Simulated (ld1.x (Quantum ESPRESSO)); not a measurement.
# Which change was made? (Ti, TM)

```json
{
  "Element": "Ti",
  "Generator": "ld1.x (Quantum ESPRESSO) 7.5",
  "Type": "norm-conserving Troullier–Martins (Kleinman–Bylander form)",
  "Functional": "PBE",
  "Relativity": "scalar-relativistic",
  "Frozen core": "[Ne] 3s2",
  "Valence charge": "10",
  "Reference configuration": "3p6 3d2 4s1.5 4p0 (charge +0.5)",
  "Partial waves": "4s (bound): rc 2.10 bohr; 3d (bound): rc 2.25 bohr; 3p (bound): rc 1.60 bohr",
  "Local potential": "the p channel",
  "Core correction": "none"
}
```

Cutoffs, loose and tight: the cutoffs (Ry, on a coarse ladder) from which the occupation-weighted sum of valence levels, in a spherical-Bessel basis at the reference potential, stays within 10 and 1 mRy of its value at 400 Ry. They do not see the model core or the augmentation charge, which bear on the density cutoff. Test errors are all-electron minus pseudo excitation energies from the reference, over the configurations 3p6 3d2 4s2 4p0; 3p6 3d2 4s1 4p0; 3p6 3d2 4s0 4p0; 3p6 3d3 4s1 4p0; 3p6 3d1 4s2 4p1; 3p5 3d2 4s2 4p0; 3p6 3d2 4s0 4p2; variants that change the core or the reference have their own tests.

The base gives: outcome: generated; cutoff, loose: 45 Ry; cutoff, tight: 80 Ry; bound ghosts: s; largest test error (meV): -299.

**Question.** After one change the result is: outcome: generated; cutoff, loose: 80 Ry; cutoff, tight: 90 Ry; bound ghosts: s; largest test error (meV): -153. Which change was it?
A. wave 3d (bound): rc 2.25 bohr becomes 3d (bound): rc 1.50 bohr
B. wave 3d (bound): rc 2.25 bohr becomes 3d (bound): rc 2.86 bohr
C. wave 3d (bound): rc 2.25 bohr becomes 3d (bound): rc 1.80 bohr

**Answer.** A. The others give: wave 3d (bound): rc 2.25 bohr becomes 3d (bound): rc 2.86 bohr → outcome: generated; cutoff, loose: 40 Ry; cutoff, tight: 80 Ry; bound ghosts: s; largest test error (meV): -481 | wave 3d (bound): rc 2.25 bohr becomes 3d (bound): rc 1.80 bohr → outcome: generated; cutoff, loose: 60 Ry; cutoff, tight: 80 Ry; bound ghosts: s; largest test error (meV): -195.
